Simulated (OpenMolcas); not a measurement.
Tm3+ with its 6 nearest bromide ions at 2.781 Å, on the Y site of Cs2NaYBr6 (a = 11.3047 Å, distance in the model lattice 2.765 Å). The rest of the host is ab initio model potentials to 7.6 Å, with orthogonalisation functions on the cations behind the ligands, and point charges beyond; the distance is set by hand and nothing relaxes. Ligand basis ANO-RCC-VDZP.

| Property | Result |
| --- | --- |
| Program | OpenMolcas 26.06 |
| Method | CASSCF |
| Basis | ANO-RCC-VDZP [7s6p4d2f1g] |
| Scalar Hamiltonian | DKH2, point nucleus |
| Active space | 12 electrons in 7 orbitals (4f) |
| State averaging | 2S+1 = 3 even, 21 roots; 2S+1 = 1 even, 27 roots kept (CI in the orbitals of an earlier block) |
| Spin-orbit coupling | RASSI with atomic mean-field integrals over the reference wave functions |

Q: What is the spin-free ground state (labels of O, the rotations of Oh)?

A: 3T1, 3-fold in its orbital part; it has the highest spin that f12 allows.

Q: Where is the first state of the same spin?

A: 3E at 36.9 cm-1 above the ground state.

Q: What are the lowest two levels with spin-orbit coupling?

A: A 1-fold level A1, then a 3-fold level T1 19.3 cm-1 above it. Their leading multiplicities are 3 (99 %) and 3 (99 %).

Q: What is χT at 300 K, and how does it compare with the textbook value?

A: Hund's rules give f12 the level 3H6 with g = 1.167, so an isolated free-ion multiplet has χT = g² J(J+1) / 8 = 7.146 cm3 K/mol. The computed 7.101 at 300 K differs by -1 %, through the field's splitting, the mixing of terms and any other multiplet in reach.

Without dynamic correlation the ligand-field splitting of an f shell can come out too small, at times by half. The first state left out of the spin-orbit step lies near 82000 cm-1 above the lowest spin-free state of the reference (among the parities and spins computed), and the lists stop at four fifths of that energy or lower. No measured value stands beside these numbers; the geometry was set by hand and not optimised.
